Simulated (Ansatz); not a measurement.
Mulliken charges of `CNB(Cl)Cl` from PBE/def2-TZVPP in Ansatz (PBE0-D4/def2-TZVP geometry).

```csv
atom,x (Å),y (Å),z (Å),charge (e)
C1,-1.003,-0.585,0.314,-0.163
N2,0.148,0.282,0.406,-0.090
B3,1.114,0.530,-0.553,0.138
Cl4,1.071,-0.238,-2.138,-0.167
Cl5,2.432,1.648,-0.185,-0.170
H6,-1.932,-0.019,0.426,0.105
H7,-1.014,-1.072,-0.659,0.085
H8,-0.975,-1.358,1.086,0.104
H9,0.248,0.765,1.285,0.159
```

Task: By hand: the dipole of these point charges (1 e Å = 4.8032 D).

Result: Σ q r = (-0.639, -0.210, 0.530) e Å, of length 0.856 e Å = 4.11 D.

Task: How does the dipole of the full density compare? (Best estimate.)

Result: The calculation gave: (-0.455, -0.136, 0.407) e Å, 3.00 D; the point charges give 1.37 times that, at 3° from its direction.

Point charges leave out the atoms' own dipoles, such as those of lone pairs, and Mulliken's split depends on the basis, so the two needn't agree.
